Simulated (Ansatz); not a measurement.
cis-NiH2(NH3)2 (NiN₂H₈). Total charge 0; triplet. Geometry PBE0-D4/def2-SVP; atoms count from 1.

Cartesian coordinates in Å:
```
Ni 0.289 0.284 -0.957
H -1.079 0.987 -1.472
H 1.812 -0.273 -0.945
N 0.433 1.338 0.857
H 1.043 0.892 1.541
H -0.463 1.542 1.299
H 0.857 2.239 0.636
N -0.606 -1.502 -0.297
H -0.631 -2.127 -1.103
H -1.570 -1.388 0.013
H -0.084 -1.992 0.428
```

The name describes the singlet; other states may take another shape. At PBE0-D4/def2-TZVP a singlet of charge 0 lies 0.60 eV below the triplet, each at its own geometry.

**Question.** Estimate the Mulliken populations from the PBE0/def2-TZVP orbitals of Ansatz.

**Answer.** 
```
atom  charge (e)  spin (α − β)  d electrons
 Ni1        0.22          1.82         8.39
  H2       -0.30          0.04            –
  H3       -0.30          0.04            –
  N4       -0.60          0.05            –
  H5        0.26          0.00            –
  H6        0.26          0.00            –
  H7        0.27          0.00            –
  N8       -0.60          0.05            –
  H9        0.27          0.00            –
 H10        0.26          0.00            –
 H11        0.26          0.00            –
```
Mulliken values and Mayer orders depend strongly on the basis.

**Question.** Where does the spin sit?

**Answer.** Summed by element: Ni 1.82, H 0.08, N 0.10, of 2 unpaired in all. Largest on single atoms: Ni1 1.82, N4 0.05, N8 0.05.
